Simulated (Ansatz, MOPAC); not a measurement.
Gas-phase reaction in SMILES: N[SiH2][SiH2]N -> N[SiH][SiH2]N + H atom (the H-Si bond breaks)

Wanted: bond dissociation energy (enthalpy at 298 K), in kcal/mol. Conventions: non-relativistic; no dispersion term unless named; no spin-orbit coupling; valence correlation only; UHF or UKS for open shells. Basis-set limits of correlation are two-point, X^-3; Hartree-Fock from the larger set. First-principles rows: single points at B3LYP-D3(BJ) geometries (Ansatz, a quantum-chemistry and plane-wave program), with unscaled harmonic terms from B3LYP/6-31G* (Ansatz) at its own minima. Semi-empirical rows: MOPAC heats of formation at their own minima for 298 K.

| species | coefficient | E at HF/3-21G (Ansatz), Eh | E at PBE0/def2-TZVPD (Ansatz), Eh | H(298 K) - E, kcal/mol | heat of formation at MNDO (MOPAC), kcal/mol |
|---|---|---|---|---|---|
| N[SiH2][SiH2]N | -1 | -687.75903 | -693.03802 | 60.21 | -21.67 |
| N[SiH][SiH2]N | +1 | -687.15343 | -692.40083 | 54.17 | -2.90 |
| H atom | +1 | -0.49620 | -0.50104 | 1.48 | 52.10 |

Coupled cluster (Ansatz) is a level with limits of its own, used here on species with T1 under 0.025 (0.045 for open shells) and stable references: CCSD(T)/CBS(cc-pV(T+d)Z,cc-pV(Q+d)Z). Value to compare with, CCSD(T)/CBS(cc-pV(T+d)Z,cc-pV(Q+d)Z) (Ansatz): 87.3 kcal/mol. 1 Eh = 627.5095 kcal/mol.

### Question
Work the quantity out at each level, and compare with CCSD(T)/CBS(cc-pV(T+d)Z,cc-pV(Q+d)Z) (Ansatz).

### Answer

- HF/3-21G: the sum of coefficient times E is 0.10940 Eh, or 68.65 kcal/mol; the thermal terms add -4.56. Result: 64.1 kcal/mol. Its difference against CCSD(T)/CBS(cc-pV(T+d)Z,cc-pV(Q+d)Z) (Ansatz) is -23.2 kcal/mol.
- PBE0/def2-TZVPD: the sum of coefficient times E is 0.13615 Eh, or 85.44 kcal/mol; the thermal terms add -4.56. Result: 80.9 kcal/mol. Its difference against CCSD(T)/CBS(cc-pV(T+d)Z,cc-pV(Q+d)Z) (Ansatz) is -6.4 kcal/mol.
- MNDO: the sum of coefficient times heat of formation is 70.87 kcal/mol; it needs no thermal term. Its difference against CCSD(T)/CBS(cc-pV(T+d)Z,cc-pV(Q+d)Z) (Ansatz) is -16.4 kcal/mol.
